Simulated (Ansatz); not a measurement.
Reaction (ligand exchange at the Si–N bond): `OCCN[SiH3]` + `[SiH3]C#CS` → `[SiH3]C#CS[SiH3]` + `NCCO`

Calculated with Ansatz (gas phase, PBE0-D4/def2-TZVP geometries, no zero-point term in ΔE). CCSD(T)/CBS adds triple-zeta CCSD(T) − MP2 to the extrapolated MP2 energy (def2 sets, frozen cores). This one scheme is used for every species. DFT in def2-TZVPP. Each species was taken in one conformer, which may not be the lowest.

`OCCN[SiH3]`:

Cartesian coordinates in Å:
```
O 0.420 -0.158 2.390
C 1.265 0.079 1.279
C 0.483 0.546 0.070
N -0.515 -0.428 -0.300
Si -1.273 -0.496 -1.835
H 0.081 0.687 2.696
H 2.049 0.807 1.524
H 1.742 -0.879 1.059
H 1.179 0.693 -0.765
H 0.049 1.537 0.291
H -1.000 -0.793 0.506
H -2.124 -1.713 -1.862
H -0.222 -0.563 -2.886
H -2.134 0.681 -2.168
```

`[SiH3]C#CS`:

```xyz
8

Si   -0.410   -0.142   -1.574
C     0.049    0.178    0.154
C     0.356    0.374    1.312
S     0.778    0.778    2.882
H    -1.689    0.541   -1.893
H     0.651    0.358   -2.483
H    -0.571   -1.606   -1.759
H     0.836   -0.479    3.360
```

`[SiH3]C#CS[SiH3]`:

```xyz
11

Si    1.349    2.340    0.197
C     1.013    0.566    0.005
C     0.785   -0.620   -0.123
S     0.502   -2.262   -0.303
Si   -1.648   -2.130   -0.154
H     2.036    2.859   -1.012
H     2.210    2.566    1.385
H     0.062    3.058    0.379
H    -2.170   -1.280   -1.248
H    -2.120   -3.529   -0.292
H    -2.020   -1.569    1.165
```

`NCCO`:

Cartesian coordinates in Å:
```
N -0.243 -0.991 -1.124
C -0.198 -0.712 0.300
C -0.187 0.777 0.530
O 1.021 1.287 -0.009
H 0.558 -0.558 -1.568
H -0.182 -1.986 -1.298
H -1.094 -1.125 0.774
H 0.674 -1.144 0.816
H -1.056 1.222 0.029
H -0.254 0.986 1.606
H 0.960 2.243 -0.057
```

| level | ΔE (kJ/mol) | difference from CCSD(T)/CBS |
| --- | --- | --- |
| r2SCAN-D4 | -17.3 | -0.5 |
| ωB97X-V | -13.6 | 3.2 |
| ωB97M-V | -13.3 | 3.5 |
| B2PLYP | -13.6 | 3.2 |
| PBE | -20.1 | -3.3 |
| r2SCAN | -17.2 | -0.4 |
| PBE0 | -19.4 | -2.6 |
| HF/def2-TZVPP | -8.5 | 8.3 |
| MP2/def2-TZVPP | -18.2 | -1.4 |
| CCSD/def2-TZVPP | -12.4 | 4.4 |
| CCSD(T)/def2-TZVPP | -14.4 | 2.4 |
| MP2/def2-QZVPP | -19.3 | -2.5 |
| SCS-MP2/def2-QZVPP | -15.8 | 1.0 |
| HF/CBS(def2) | -7.8 | 9.0 |
| MP2/CBS(def2) | -20.6 | -3.8 |
| CCSD/CBS(def2) | -14.8 | 2.0 |
| CCSD(T)/CBS | -16.8 | 0 |

Largest T1 diagnostic among the species: 0.013.

In def2-TZVPP, CCSD(T) changes the Hartree–Fock value by −5.9 kJ/mol (the triples alone add −2.0 kJ/mol) and MP2 by −9.7 kJ/mol.
